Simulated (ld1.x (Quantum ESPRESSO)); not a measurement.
## Before and after: TM potential for bromine (Br)

| Quantity | Value |
| --- | --- |
| Element | Br (Z = 35) |
| Generator | ld1.x (Quantum ESPRESSO) 7.5 |
| Type | norm-conserving Troullier–Martins (Kleinman–Bylander form) |
| Functional | PBEsol |
| Relativity | scalar-relativistic |
| Frozen core | [Ar] 3d10 |
| Valence charge | 7 |
| Reference configuration | 4s2 4p5 |
| Partial waves | 4p (bound): rc 1.40 bohr; 4s (bound): rc 1.20 bohr |
| Local potential | the s channel |
| Core correction | none |

All-electron outer shells of the reference configuration (PBEsol, scalar-relativistic, ld1.x):

| shell | level (eV) | outermost node (bohr) | outermost maximum (bohr) |
| --- | --- | --- | --- |
| 3p | -173.26 | 0.21 | 0.48 |
| 3d | -66.71 | – | 0.43 |
| 4s | -20.13 | 0.67 | 1.41 |
| 4p | -7.85 | 0.70 | 1.66 |

Change: all radii scaled by about 1.35 (s 1.62, p 1.90 bohr).

Cutoffs: the cutoffs (Ry, on a coarse ladder) from which the occupation-weighted sum of valence levels, in a spherical-Bessel basis at the reference potential, stays within 10 and 1 mRy of its value at 400 Ry; they do not see the model core or the augmentation charge, which bear on the density cutoff. Errors are all-electron minus pseudo energies relative to the spin-unpolarised reference configuration.

Predict the effect on cutoff, ghosts and configuration errors.

The potential gets softer (55 Ry and 120 Ry → 40 Ry and 60 Ry); both files keep a bound ghost (p); the errors of the 7 common tests hardly move. A larger radius leaves more room for a smooth pseudo-wave, so fewer plane waves are needed.

```tsv
quantity	base	changed
cutoff, loose	55 Ry	40 Ry
cutoff, tight	120 Ry	60 Ry
loose cutoff by channel (10 mRy a level)	p 21 Ry, s 45 Ry	p 21 Ry, s 30 Ry
bound ghosts	p	p
error for 4s2 4p4, meV [ΔE 12.55 eV]	-7.8	-7.6
error for 4s2 4p3, meV [ΔE 35.32 eV]	-31	-31
error for 4s2 4p2, meV [ΔE 69.33 eV]	-63	-64
error for 4s1 4p5, meV [ΔE 25.56 eV]	-11	-11
error for 4s2 4p4.5, meV [ΔE 5.07 eV]	-2.2	-2.1
error for 4s2 4p5.3, meV [ΔE -1.96 eV]	-0.1	0.0
error for 4s2 4p1, meV [ΔE 115.40 eV]	-71	-80
```

 A true bound ghost makes a file unfit for plane-wave use even where its test errors are small: the radial tests pick states by their node count and pass the ghost by.
